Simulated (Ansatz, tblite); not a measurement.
Spin states of the cluster Be5 (the lowest singlet isomer of a short search), each relaxed with PBE/def2-TZVP in Ansatz. Electronic energies in the gas phase.

The xTB rows come from tblite. B3LYP takes the VWN-RPA correlation. Correlated methods freeze no core orbitals. In CCSD on the charge 0 triplet the largest single amplitude is 0.17, so its Hartree–Fock determinant may place the open shell otherwise than the density functionals do. The structure comes from a short search, and lower isomers may exist.

Singlet geometry (D3h within 0.1 Å):

```xyz
5

Be    0.2143    0.0058    1.1403
Be    0.7402   -0.5199   -0.7278
Be   -0.8661   -1.4719    0.1703
Be    0.8668    1.4715   -0.1700
Be   -0.9551    0.5145   -0.4128
```

Triplet geometry:

```tsv
atom	x (Å)	y (Å)	z (Å)
Be1	1.228	0.162	0.134
Be2	-0.986	0.759	-0.096
Be3	0.202	0.140	-1.624
Be4	-0.149	0.098	1.633
Be5	-0.296	-1.160	-0.047
```

Quintet geometry (C2v within 0.1 Å):

```xyz
5

Be   -0.347    0.069   -1.078
Be   -0.849   -0.537    0.803
Be    0.664   -1.491   -0.274
Be   -0.644    1.487    0.336
Be    1.176    0.472    0.213
```

⟨S²⟩: triplet 2.06 at PBE0/def2-TZVP (pure 2.00), quintet 6.03 at PBE0/def2-TZVP (pure 6.00).

Run but left out: HF/STO-3G (singlet: restricted singlet, unstable in another Hartree–Fock run and untested here); HF/def2-TZVP, HF/def2-TZVPP, r2SCAN/def2-TZVP, PBE0/def2-TZVP (singlet: restricted singlet, unstable towards broken spin symmetry); MP2/def2-TZVP, MP2/def2-TZVPP (triplet: ⟨S²⟩ 2.55, where a pure state has 2.00); MP2/def2-TZVP, MP2/def2-TZVPP (quintet: ⟨S²⟩ 6.16, where a pure state has 6.00).

Only these spin states were relaxed. The triplet has other bonds than the singlet, so the gap mixes isomer and spin. The quintet has other bonds than the singlet, so the gap mixes isomer and spin.

```json
{"level": "LDA (SPW92)/def2-TZVP", "triplet − singlet (kJ/mol)": "37.0", "quintet − singlet (kJ/mol)": "200.7", "lowest of these": "singlet"}
{"level": "PBE/def2-TZVP", "triplet − singlet (kJ/mol)": "22.3", "quintet − singlet (kJ/mol)": "180.2", "lowest of these": "singlet"}
{"level": "BLYP/def2-TZVP", "triplet − singlet (kJ/mol)": "34.9", "quintet − singlet (kJ/mol)": "206.7", "lowest of these": "singlet"}
{"level": "ωB97M-V/def2-TZVP", "triplet − singlet (kJ/mol)": "46.8", "quintet − singlet (kJ/mol)": "207.8", "lowest of these": "singlet"}
```

(1) Estimate the rows for GFN1-xTB, B3LYP/def2-TZVP, RPA@PBE/def2-TZVP, CCSD(T)/def2-TZVPP.

## Answers

(1) 
| level | triplet − singlet (kJ/mol) | quintet − singlet (kJ/mol) | lowest of these | remarks |
| --- | --- | --- | --- | --- |
| GFN1-xTB | 9.5 | 234.5 | singlet | – |
| B3LYP/def2-TZVP | 22.2 | 184.4 | singlet | – |
| RPA@PBE/def2-TZVP | 53.6 | 226.6 | singlet | – |
| CCSD(T)/def2-TZVPP | 52.6 | 221.8 | singlet | large T1 (0.022) (singlet), large T1 (0.062) (triplet), restricted SCF unstable (singlet), spin-contaminated (⟨S²⟩ 2.55) (triplet), spin-contaminated (⟨S²⟩ 6.16) (quintet) |

The xTB methods have no spin-polarisation term.
